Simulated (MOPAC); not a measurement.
Job for MOPAC: AM1 on AlBrFH2N (SMILES [NH2][Al]([F])[Br]), a point of a torsion scan.

```
AM1 1SCF PRECISE CHARGE=0 THREADS=1
AlBrFH2N

N     -1.05867948 1    -0.02926853 1    -0.11754661 1
Al     0.63321161 1     0.46532996 1    -0.28104049 1
F      1.34251186 1     0.55540625 1    -1.76310601 1
Br     1.94134155 1     0.88582013 1     1.49594183 1
H     -1.43009193 1    -0.89908026 1    -0.47249876 1
H     -1.63591594 1     0.24924388 1     0.66582515 1
```

The log:

```
*******************************************************************************
 **                                                                           **
 **                              MOPAC v23.2.5                                **
 **                                                                           **
 *******************************************************************************
 ** MOPAC's Digital Object Identifier: https://doi.org/10.5281/zenodo.6511958 **
 **                                                                           **
 ** Please cite the open-source release paper for use of this MOPAC version:  **
 ** J. E. Moussa and J. J. P. Stewart (2026)                                  **
 ** MOPAC: An open-source semiempirical molecular orbital program             **
 ** J. Open Source Softw., 11(119), 8025, https://doi.org/10.21105/joss.08025 **
 *******************************************************************************

                              AM1 CALCULATION RESULTS

 *******************************************************************************
 *  AM1        - The AM1 Hamiltonian to be used
 *
 *
 *
 *                 CHARGE ON SYSTEM = 0
 *
 *
 *
 *  PRECISE    - TIGHTER CRITERIA TO BE USED
 *  1SCF       - DO 1 SCF AND THEN STOP
 *  THREADS=1  - MULTI-THREADING NOT USED
 *  T=         - A TIME OF 172800.0 SECONDS REQUESTED
 *  DUMP=N     - RESTART FILE WRITTEN EVERY 7200.0 SECONDS REQUESTED
 *******************************************************************************
AM1 1SCF PRECISE CHARGE=0 THREADS=1
 AlBrFH2N

   ATOM   CHEMICAL          X               Y               Z
  NUMBER   SYMBOL      (ANGSTROMS)     (ANGSTROMS)     (ANGSTROMS)

     1       N         -1.05867948  *  -0.02926853  *  -0.11754661  *
     2      Al          0.63321161  *   0.46532996  *  -0.28104049  *
     3       F          1.34251186  *   0.55540625  *  -1.76310601  *
     4      Br          1.94134155  *   0.88582013  *   1.49594183  *
     5       H         -1.43009193  *  -0.89908026  *  -0.47249876  *
     6       H         -1.63591594  *   0.24924388  *   0.66582515  *



          CARTESIAN COORDINATES

    NO.       ATOM           X           Y           Z

     1         N         -1.0587     -0.0293     -0.1175
     2        Al          0.6332      0.4653     -0.2810
     3         F          1.3425      0.5554     -1.7631
     4        Br          1.9413      0.8858      1.4959
     5         H         -1.4301     -0.8991     -0.4725
     6         H         -1.6359      0.2492      0.6658

  H: (AM1): M.J.S. DEWAR ET AL, J. AM. CHEM. SOC. 107 3902-3909 (1985)
  N: (AM1): M.J.S. DEWAR ET AL, J. AM. CHEM. SOC. 107 3902-3909 (1985)
  F: (AM1): M.J.S. DEWAR AND E. G. ZOEBISCH, THEOCHEM, 180, 1 (1988).
 Al: (AM1): M. J. S. Dewar, A. J. Holder, Organometallics, 9, 508-511 (1990).
 Br: (AM1): M.J.S. DEWAR AND E. G. ZOEBISCH, THEOCHEM, 180, 1 (1988).

           Empirical Formula: H2 N Al F Br  =     6 atoms



      MOLECULAR POINT GROUP   :   C1


      RHF CALCULATION, NO. OF DOUBLY OCCUPIED LEVELS = 12


 -------------------------------------------------------------------------------
 AM1 1SCF PRECISE CHARGE=0 THREADS=1
 AlBrFH2N



     1SCF WAS SPECIFIED, SO BFGS WAS NOT USED
     SCF FIELD WAS ACHIEVED


                              AM1 CALCULATION
                                                       MOPAC v23.2.5 Linux




          FINAL HEAT OF FORMATION =       -143.35346 KCAL/MOL =    -599.79088 KJ/MOL


          COSMO AREA              =        117.52 SQUARE ANGSTROMS
          COSMO VOLUME            =        105.10 CUBIC ANGSTROMS

          IONIZATION POTENTIAL    =         10.301318 EV
          HOMO LUMO ENERGIES (EV) =        -10.301 -0.757
          NO. OF FILLED LEVELS    =         12
          MOLECULAR WEIGHT        =        141.9064         POINT GROUP:  C1

          MOLECULAR DIMENSIONS (Angstroms)

            Atom       Atom       Distance
            H     5   Br     4     4.29269
            H     6    F     3     3.61035
            H     5    H     6     0.79209


          SCF CALCULATIONS        =          1





   ATOM   CHEMICAL          X               Y               Z
  NUMBER   SYMBOL      (ANGSTROMS)     (ANGSTROMS)     (ANGSTROMS)

     1       N         -1.05867948  *  -0.02926853  *  -0.11754661  *
     2      Al          0.63321161  *   0.46532996  *  -0.28104049  *
     3       F          1.34251186  *   0.55540625  *  -1.76310601  *
     4      Br          1.94134155  *   0.88582013  *   1.49594183  *
     5       H         -1.43009193  *  -0.89908026  *  -0.47249876  *
     6       H         -1.63591594  *   0.24924388  *   0.66582515  *

                             CARTESIAN COORDINATES

   1    N       -1.058679480    -0.029268530    -0.117546610
   2   Al        0.633211610     0.465329960    -0.281040490
   3    F        1.342511860     0.555406250    -1.763106010
   4   Br        1.941341550     0.885820130     1.495941830
   5    H       -1.430091930    -0.899080260    -0.472498760
   6    H       -1.635915940     0.249243880     0.665825150


           Empirical Formula: H2 N Al F Br  =     6 atoms



      MOLECULAR POINT GROUP   :   C1


                  EIGENVALUES
 -47.24173 -32.11756 -30.67630 -16.46581 -16.42173 -15.18461 -14.36440 -14.04519
 -12.49601 -11.30375 -11.12344 -10.30132  -0.75695  -0.40380   1.69175   2.91281
   5.06627   5.78458


              NET ATOMIC CHARGES AND DIPOLE CONTRIBUTIONS

  ATOM NO.   TYPE          CHARGE      No. of ELECS.   s-Pop       p-Pop
    1          N          -0.567688        5.5677     1.51835     4.04934
    2         Al           0.760594        2.2394     0.82961     1.40980
    3          F          -0.344429        7.3444     1.87794     5.46648
    4         Br          -0.213701        7.2137     1.96057     5.25313
    5          H           0.185463        0.8145     0.81454
    6          H           0.179761        0.8202     0.82024
 DIPOLE           X         Y         Z       TOTAL
 POINT-CHG.    -1.700    -0.634     0.829     1.995
 HYBRID        -0.711    -0.408    -0.665     1.056
 SUM           -2.411    -1.042     0.164     2.632


          ATOMIC ORBITAL ELECTRON POPULATIONS

     Atom    s        px        py        pz
    1  N   1.51835   1.26143   1.35345   1.43446
    2 Al   0.82961   0.52924   0.37068   0.50988
    3  F   1.87794   1.88297   1.87048   1.71304
    4 Br   1.96057   1.74809   1.91982   1.58522
    5  H   0.81454
    6  H   0.82024

 **********************
 *                    *
 * JOB ENDED NORMALLY *
 *                    *
 **********************




 == MOPAC DONE ==
```

The run finished.

Cost: around 0.03 core-seconds (rough).
